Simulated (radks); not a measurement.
The numbers below are computed, except where a source is named.
Isoelectronic series with 18 electrons, each ion in its NIST ground configuration. Level of theory: scalar-relativistic Kohn-Sham, r2SCAN, spin-polarised, spherical densities, finite nucleus; meta-GGA in the generalised Kohn-Sham scheme; Fermi nuclear charge, rms radius of each element as measured or else 0.836 A^(1/3) + 0.57 fm (a radial shooting solver on a logarithmic mesh with Libxc functionals). Total energies (hartree) and orbital eigenvalues (hartree):

| ion | configuration | E (hartree) | 3p | 3s | 2p | 2s |
|---|---|---|---|---|---|---|
| Ar | [Ar] | -529.40910 | -0.39363 | -0.93336 | -8.57155 | -11.11958 |
| V5+ | [Ar] | -943.29425 | -4.35297 | -5.39943 | -21.69943 | -25.45313 |
| Ni10+ | [Ar] | -1483.55408 | -11.25368 | -12.84874 | -41.33819 | -46.47791 |
| As15+ | [Ar] | -2151.92893 | -21.01638 | -23.22311 | -67.40681 | -74.19527 |
| Sr20+ | [Ar] | -2950.86941 | -33.64310 | -36.55661 | -99.93812 | -108.7529 |
| Tc25+ | [Ar] | -3883.42724 | -49.15700 | -52.91339 | -138.9999 | -150.3663 |
| Cd30+ | [Ar] | -4953.28874 | -67.59257 | -72.37946 | -184.6816 | -199.3107 |
| I35+ | [Ar] | -6164.84568 | -88.99301 | -95.06219 | -237.0905 | -255.9246 |
| Ce40+ | [Ar] | -7523.2840 | -113.4094 | -121.0923 | -296.3509 | -320.6188 |
| Eu45+ | [Ar] | -9034.6842 | -140.9007 | -150.6268 | -362.6041 | -393.8873 |
| Er50+ | [Ar] | -10706.2743 | -171.5336 | -183.8554 | -436.0083 | -476.3301 |
| Ta55+ | [Ar] | -12546.5561 | -205.3830 | -221.0057 | -516.7393 | -568.6713 |
